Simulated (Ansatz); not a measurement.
Reaction 2 R1 + R2 + R3 + 2 R4 → 5 P1 + P2, each structure at its B3LYP-D3(BJ)/def2-SVP stationary point, reached from a drawn start (curvature not checked).
R1, CH4 (SMILES C) (charge 0, multiplicity 1):
| atom | x (Å) | y (Å) | z (Å) |
|---|---|---|---|
| C | 0.0000 | 0.0000 | 0.0000 |
| H | 0.6347 | 0.6347 | 0.6347 |
| H | -0.6347 | -0.6347 | 0.6347 |
| H | 0.6347 | -0.6347 | -0.6347 |
| H | -0.6347 | 0.6347 | -0.6347 |
P1: H2 (SMILES [H][H]), charge 0, multiplicity 1.
R2, HCl (SMILES Cl) (charge 0, multiplicity 1):
```json
[
 {"atom": "Cl", "x (Å)": "0.0000", "y (Å)": "0.0000", "z (Å)": "0.6448"},
 {"atom": "H", "x (Å)": "0.0000", "y (Å)": "0.0000", "z (Å)": "-0.6448"}
]
```
R3: NH3 (SMILES N), charge 0, multiplicity 1.
R4, SiH4 (SMILES [SiH4]) (charge 0, multiplicity 1):
```csv
atom,x (Å),y (Å),z (Å)
Si,0.0000,0.0000,0.0000
H,0.8605,0.8605,0.8605
H,-0.8605,-0.8605,0.8605
H,-0.8605,0.8605,-0.8605
H,0.8605,-0.8605,-0.8605
```
P2: C2H10ClNSi2 (SMILES C[Si](C)(Cl)N[SiH3]), charge 0, multiplicity 1.

P less R. No zero-point or thermal terms. One arrangement of each flexible species, with no search for the lowest.

Cores are frozen in the correlated methods.

The values were computed with Ansatz (Gaussian basis) for Hartree–Fock, density functionals and correlated methods. All values are computed, each at the level named.

Total energies in hartree:

| structure | PBE/def2-TZVPP | B3LYP/def2-TZVPP | CCSD(T)/cc-pV(T+d)Z |
|---|---|---|---|
| R1 | -40.464360 | -40.538830 | -40.437841 |
| P1 | -1.166089 | -1.179798 | -1.172125 |
| R2 | -460.627433 | -460.836228 | -460.339697 |
| R3 | -56.510747 | -56.588319 | -56.473040 |
| R4 | -291.721820 | -291.917027 | -291.439958 |
| P2 | -1175.710545 | -1176.459210 | -1174.746579 |

Q: Work out the reaction energy at each level in kcal/mol (1 hartree = 627.50947 kcal/mol), and say how far PBE/def2-TZVPP lies from CCSD(T)/cc-pV(T+d)Z.

A: 
- PBE/def2-TZVPP: 5 × (-1.166089) + (-1175.710545) − (-460.627433) − (-56.510747) − 2 × (-40.464360) − 2 × (-291.721820) = -0.030450 hartree = -19.11 kcal/mol
- B3LYP/def2-TZVPP: 5 × (-1.179798) + (-1176.459210) − (-460.836228) − (-56.588319) − 2 × (-40.538830) − 2 × (-291.917027) = -0.021939 hartree = -13.77 kcal/mol
- CCSD(T)/cc-pV(T+d)Z: 5 × (-1.172125) + (-1174.746579) − (-460.339697) − (-56.473040) − 2 × (-40.437841) − 2 × (-291.439958) = -0.038869 hartree = -24.39 kcal/mol
PBE/def2-TZVPP less CCSD(T)/cc-pV(T+d)Z: 5.28 kcal/mol. CCSD(T)/cc-pV(T+d)Z is the level counted from, the highest shown, and no exact or measured value.

Ansatz is a quantum-chemistry and plane-wave program.
